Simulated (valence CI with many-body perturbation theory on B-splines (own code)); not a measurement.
**Energy levels of Cs LI**

Calculated by relativistic CI+MBPT: three valence electrons over a frozen Dirac-Fock core [He], radial functions for each j: 11 s, 11 p, 10 d, 8 f, 5 g, 2 h, with the one-electron correlation potential Σ1, the two-electron term Σ2, the three-electron term Σ3, Breit, model QED; selected CI, second order for the rest, scaled by the run's own slope (own B-spline code, finite nucleus).

No measured spectrum was set against this ion. As an estimate, large intervals hold to a few tenths of a per cent, small ones and those within an open d or f shell to about a per cent.

Levels 136 to 169 of 169, with energies above the lowest level, (2s^2 2p1/2) J=1/2. "Leading %" is the weight of the configuration and term that name the level; weights of strongly mixed levels are sums over their largest components and can fall short, so below about 35 % the name and the second component can differ from the true leading terms, or belong to a minority configuration. In the jj column 3d3/2^4 stands for four electrons in 3d with j = 3/2. Lifetimes count E1, E2, E3, M1 and M2 decay at the calculated energies, and are blank where another channel may lead or the interval is too uncertain; long ones can be off by a factor of two.

```
No.  Configuration  Term    J  E (Ry)  Leading %              Leading jj      g  Lifetime
136       2s 2p 4s   2P°  1/2  545.67         85      2s 2p1/2 4s (99 %)  0.930   24.7 fs
137       2s 2p 4p    4D  3/2  546.82         44   2s 2p1/2 4p1/2 (99 %)  1.128   15.0 fs
138       2s 2p 4p    4P  1/2  547.38         45   2s 2p1/2 4p1/2 (99 %)  1.840   21.9 fs
139       2s 2p 4p    4P  3/2  548.87         30  2s 2p1/2 4p3/2 (100 %)  1.369   18.7 fs
140       2s 2p 4d   4F°  3/2  549.94         60  2s 2p1/2 4d3/2 (100 %)  0.676   8.83 fs
141       2s 2p 4p    2P  1/2  550.56         47   2s 2p1/2 4p3/2 (98 %)  1.290   8.93 fs
142       2s 2p 4p    4D  5/2  550.56         45   2s 2p1/2 4p3/2 (99 %)  1.339   44.2 fs
143       2s 2p 4p    2D  3/2  550.64         42   2s 2p1/2 4p3/2 (99 %)  1.287   12.1 fs
144       2s 2p 4d   4F°  5/2  551.09         36   2s 2p1/2 4d5/2 (92 %)  1.208   5.34 fs
145       2s 2p 4d   2F°  5/2  551.60         33   2s 2p1/2 4d3/2 (89 %)  1.082   11.0 fs
146       2s 2p 4f    4G  5/2  551.72         45  2s 2p1/2 4f5/2 (100 %)  0.841   10.3 fs
147       2s 2p 4d   2P°  3/2  551.86         25   2s 2p1/2 4d3/2 (97 %)  1.101   4.68 fs
148       2s 2p 4d   4D°  1/2  551.92         57   2s 2p1/2 4d3/2 (99 %)  0.420   3.59 fs
149       2s 2p 4f    4F  7/2  552.21         26  2s 2p1/2 4f7/2 (100 %)  1.145   10.5 fs
150       2s 2p 4d   4F°  7/2  552.76         39   2s 2p1/2 4d5/2 (99 %)  1.242   5.03 fs
151       2s 2p 4d   2F°  5/2  552.97         45   2s 2p1/2 4d5/2 (97 %)  1.137   5.01 fs
152       2s 2p 4d   2D°  3/2  552.99         39   2s 2p1/2 4d5/2 (96 %)  1.090   5.11 fs
153       2s 2p 4f    4G  7/2  553.42         35   2s 2p1/2 4f5/2 (99 %)  1.001   10.3 fs
154       2s 2p 4f    4F  3/2  553.46         51   2s 2p1/2 4f5/2 (99 %)  0.650   10.2 fs
155       2s 2p 4f    4G  5/2  553.47         32   2s 2p1/2 4f5/2 (98 %)  0.931   10.3 fs
156       2s 2p 4f    2G  9/2  553.90         37   2s 2p1/2 4f7/2 (99 %)  1.187   10.5 fs
157       2s 2p 4f    2D  5/2  553.96         37   2s 2p1/2 4f7/2 (98 %)  1.065   10.5 fs
158       2s 2p 4f    2G  7/2  553.97         33   2s 2p1/2 4f7/2 (99 %)  1.140   10.5 fs
159         2p2 4s    4P  1/2  558.83         47       2p1/2^2 4s (97 %)  2.002   25.8 fs
160         2p2 4p   2P°  1/2  560.23         44    2p1/2^2 4p1/2 (97 %)  0.659   11.3 fs
161         2p2 4p   2P°  3/2  563.94         32    2p1/2^2 4p3/2 (98 %)  1.331   11.8 fs
162         2p2 4d    2D  3/2  564.93         40    2p1/2^2 4d3/2 (98 %)  0.792   13.3 fs
163         2p2 4d    2D  5/2  566.18         34    2p1/2^2 4d5/2 (98 %)  1.197   5.10 fs
164         2p2 4f   2F°  5/2  566.62         39    2p1/2^2 4f5/2 (98 %)  0.852   10.4 fs
165         2p2 4f   2F°  7/2  567.12         35    2p1/2^2 4f7/2 (98 %)  1.139   10.6 fs
166       2s 2p 4s   4P°  5/2  572.52        100     2s 2p3/2 4s (100 %)  1.583   25.9 fs
167       2s 2p 4s   2P°  3/2  572.97         82     2s 2p3/2 4s (100 %)  1.382   20.0 fs
168       2s 2p 4p    4P  3/2  574.35         45  2s 2p3/2 4p1/2 (100 %)  1.636   21.8 fs
169       2s 2p 4p    2D  5/2  574.45         41  2s 2p3/2 4p1/2 (100 %)  1.329   13.6 fs
```
